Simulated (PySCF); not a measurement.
A series of related molecules.

All values: PBE0/pcSseg-1 (PySCF) at GFN2-xTB geometries, gas phase, one conformer each.

Question: Rank by the highest IAO charge on any atom, lowest value first.
A. `[SiH3]O[Si@@H]1C[SiH2]O1`
B. `FC([C@H]1[Si@@H](O[SiH3])O[SiH2]1)(F)F`
C. `[Si@H]1(O[SiH3])O[SiH2][C@H]1C[SiH3]`
D. `CO[C@@H]1[SiH2]O[Si@@H]1O[SiH3]`

Answer: D (+1.272 e), C (+1.292 e), A (+1.313 e), B (+1.335 e).

Question: Rank by HOMO–LUMO gap, highest first.
A. `C[S@@](=O)[C@H]1[SiH2]O[Si@@H]1O[SiH3]`
B. `C/N=C/[C@@H]1[SiH2]O[Si@@H]1O[SiH3]`
C. `O=C[C@@H]1[SiH2]O[Si@H]1O[SiH3]`
D. `C=CC[C@@H]1[SiH2]O[Si@@H]1O[SiH3]`
E. `CC(=O)O[C@@H]1[SiH2]O[Si@H]1O[SiH3]`
F. `[SiH3]O[Si@@H]1O[SiH2][C@@H]1C1CC1`

Answer: E (7.43 eV), D (7.29 eV), F (7.10 eV), B (6.89 eV), C (6.61 eV), A (6.25 eV).

All values together:

```csv
SMILES,change,formula,μ (D),HOMO (eV),LUMO (eV),lowest IAO charge (e),highest IAO charge (e),lowest Hirshfeld charge (e),highest Hirshfeld charge (e)
[SiH3]O[Si@@H]1C[SiH2]O1,parent,CH8O2Si3,1.79,-8.09,-0.05,-0.916 (O),+1.313 (Si),-0.341 (O),+0.473 (Si)
C[S@@](=O)[C@H]1[SiH2]O[Si@@H]1O[SiH3],H on C replaced by SOCH3,C2H10O3SSi3,4.07,-6.61,-0.36,-0.918 (O),+1.299 (Si),-0.355 (O),+0.460 (Si)
O=C[C@@H]1[SiH2]O[Si@H]1O[SiH3],H on C replaced by CHO,C2H8O3Si3,3.46,-7.34,-0.73,-0.912 (O),+1.342 (Si),-0.334 (O),+0.485 (Si)
CO[C@@H]1[SiH2]O[Si@@H]1O[SiH3],H on C replaced by OCH3,C2H10O3Si3,2.00,-6.98,-0.14,-0.906 (O),+1.272 (Si),-0.337 (O),+0.453 (Si)
C#C[C@@H]1[SiH2]O[Si@@H]1O[SiH3],H on C replaced by ethynyl,C3H8O2Si3,1.05,-7.15,-0.30,-0.909 (O),+1.329 (Si),-0.335 (O),+0.485 (Si)
[SiH3]O[Si@@H]1O[SiH2][C@@H]1C1CC1,H on C replaced by cPr,C4H12O2Si3,2.07,-7.14,-0.04,-0.912 (O),+1.300 (Si),-0.340 (O),+0.466 (Si)
C=CC[C@@H]1[SiH2]O[Si@@H]1O[SiH3],H on C replaced by allyl,C4H12O2Si3,1.41,-7.45,-0.16,-0.912 (O),+1.303 (Si),-0.340 (O),+0.469 (Si)
CC(=O)O[C@@H]1[SiH2]O[Si@H]1O[SiH3],H on C replaced by OCOCH3,C3H10O4Si3,2.99,-7.71,-0.28,-0.923 (O),+1.322 (Si),-0.348 (O),+0.457 (Si)
NC(=O)[C@@H]1[SiH2]O[Si@@H]1O[SiH3],H on C replaced by CONH2,C2H9NO3Si3,4.50,-7.66,-0.16,-0.909 (O),+1.335 (Si),-0.334 (O),+0.476 (Si)
C/N=C/[C@@H]1[SiH2]O[Si@@H]1O[SiH3],H on C replaced by CH=NMe,C3H11NO2Si3,2.49,-7.23,-0.34,-0.910 (O),+1.325 (Si),-0.336 (O),+0.473 (Si)
[SiH3]C[C@@H]1[SiH2]O[Si@@H]1O[SiH3],H on C replaced by CH2SiH3,C2H12O2Si4,1.75,-7.49,-0.28,-0.909 (O),+1.292 (Si),-0.339 (O),+0.461 (Si)
FC(F)(F)[C@@H]1[SiH2]O[Si@@H]1O[SiH3],H on C replaced by CF3,C2H7F3O2Si3,0.97,-8.55,-0.36,-0.910 (O),+1.335 (Si),-0.336 (O),+0.476 (Si)
```

Conformers: `[SiH3:1][O:2][Si@@H:3]1[CH2:4][SiH2:5][O:6]1` with Si1–O2–Si3–C4 58°; `[CH3:1][S@@:2](=[O:3])[C@H:4]1[SiH2:5][O:6][Si@@H:7]1[O:8][SiH3:9]` with C1–S2–C4–Si5 -166°, O6–Si7–O8–Si9 3°; `[O:1]=[CH:2][C@@H:3]1[SiH2:4][O:5][Si@H:6]1[O:7][SiH3:8]` with O1–C2–C3–Si4 46°, O5–Si6–O7–Si8 6°; `[CH3:1][O:2][C@@H:3]1[SiH2:4][O:5][Si@@H:6]1[O:7][SiH3:8]` with C1–O2–C3–Si4 176°, O5–Si6–O7–Si8 -59°; `[CH:1]#[C:2][C@@H:3]1[SiH2:4][O:5][Si@@H:6]1[O:7][SiH3:8]` with O5–Si6–O7–Si8 -55°; `[SiH3:1][O:2][Si@@H:3]1[O:4][SiH2:5][C@@H:6]1[CH:7]1[CH2:8][CH2:9]1` with Si1–O2–Si3–O4 59°, Si5–C6–C7–C8 101°; `[CH2:1]=[CH:2][CH2:3][C@@H:4]1[SiH2:5][O:6][Si@@H:7]1[O:8][SiH3:9]` with C1–C2–C3–C4 -121°, C2–C3–C4–Si5 -70°, O6–Si7–O8–Si9 -25°; `[CH3:1][C:2](=[O:3])[O:4][C@@H:5]1[SiH2:6][O:7][Si@H:8]1[O:9][SiH3:10]` with C1–C2–O4–C5 -178°, C2–O4–C5–Si6 -28°, O7–Si8–O9–Si10 30°, O4–C5–Si6–O7 -137°, C5–Si6–O7–Si8 14°, Si6–O7–Si8–O9 -131°, O4–C5–Si8–O7 128°; `[NH2:1][C:2](=[O:3])[C@@H:4]1[SiH2:5][O:6][Si@@H:7]1[O:8][SiH3:9]` with H–N1–C2–O3 178° and 2°, N1–C2–C4–Si5 -143°, O6–Si7–O8–Si9 -56°; `[CH3:1]/[N:2]=[CH:3]/[C@@H:4]1[SiH2:5][O:6][Si@@H:7]1[O:8][SiH3:9]` with N2–C3–C4–Si5 17°, O6–Si7–O8–Si9 -47°; `[SiH3:1][CH2:2][C@@H:3]1[SiH2:4][O:5][Si@@H:6]1[O:7][SiH3:8]` with Si1–C2–C3–Si4 172°, O5–Si6–O7–Si8 -50°; `[F:1][C:2]([F:3])([F:4])[C@@H:5]1[SiH2:6][O:7][Si@@H:8]1[O:9][SiH3:10]` with O7–Si8–O9–Si10 -66°.

Q: Give the shifts from the parent, `[SiH3]O[Si@@H]1C[SiH2]O1`.

A: 
```csv
SMILES,change in μ (D),change in HOMO (eV),change in LUMO (eV)
C[S@@](=O)[C@H]1[SiH2]O[Si@@H]1O[SiH3],+2.28,+1.48,-0.31
O=C[C@@H]1[SiH2]O[Si@H]1O[SiH3],+1.67,+0.75,-0.68
CO[C@@H]1[SiH2]O[Si@@H]1O[SiH3],+0.21,+1.11,-0.09
C#C[C@@H]1[SiH2]O[Si@@H]1O[SiH3],-0.74,+0.94,-0.25
[SiH3]O[Si@@H]1O[SiH2][C@@H]1C1CC1,+0.28,+0.95,+0.01
C=CC[C@@H]1[SiH2]O[Si@@H]1O[SiH3],-0.38,+0.64,-0.11
CC(=O)O[C@@H]1[SiH2]O[Si@H]1O[SiH3],+1.20,+0.38,-0.23
NC(=O)[C@@H]1[SiH2]O[Si@@H]1O[SiH3],+2.71,+0.43,-0.11
C/N=C/[C@@H]1[SiH2]O[Si@@H]1O[SiH3],+0.70,+0.86,-0.29
[SiH3]C[C@@H]1[SiH2]O[Si@@H]1O[SiH3],-0.04,+0.60,-0.23
FC(F)(F)[C@@H]1[SiH2]O[Si@@H]1O[SiH3],-0.82,-0.46,-0.31
```
